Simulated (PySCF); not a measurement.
**Working with the constants of CaIn**

ROHF-CCSD(T) constants of CaIn, ²Π (doublet), unpaired electrons π ↑ (PySCF, spin-free X2C with a Gaussian nucleus, basis sets Ca x2c-SVPall, In x2c-SVPall; masses 39.9626 and 114.9039 u):

* ωe: 105.7 cm⁻¹
* ωexe: 0.919 cm⁻¹
* Be: 0.048917 cm⁻¹
* αe: 0.000428 cm⁻¹
* D (centrifugal): 4.19e-08 cm⁻¹
* De to Ca + In: 0.356 eV

Question: Give the vibrational terms G(v) and spacings up to v = 3.

Answer: G(v) = ωe(v+½) − ωexe(v+½)².

```json
{"v": "0", "G(v) (cm⁻¹)": "53", "G(v) − G(v−1)": "", "Bv (cm⁻¹)": "0.04870"}
{"v": "1", "G(v) (cm⁻¹)": "156", "G(v) − G(v−1)": "104", "Bv (cm⁻¹)": "0.04828"}
{"v": "2", "G(v) (cm⁻¹)": "259", "G(v) − G(v−1)": "102", "Bv (cm⁻¹)": "0.04785"}
{"v": "3", "G(v) (cm⁻¹)": "359", "G(v) − G(v−1)": "100", "Bv (cm⁻¹)": "0.04742"}
```

Question: How well does the Morse estimate ωe²/(4ωexe) reproduce De, and what is D0?

Answer: It gives 0.377 eV, 106 % of the computed De. D0 = De − G(0) = 0.356 − 0.007 = 0.349 eV.

Correlated steps freeze 23 core orbitals. The bond is weak. Basis-set superposition, not corrected here, can be much of De in a small basis, most of all at correlated wavefunction levels. These are scalar-relativistic numbers at best; spin–orbit coupling would shift them, the dissociation energy most. The state is the lowest determinant that a PBE0 search found; another state may lie lower at other levels.
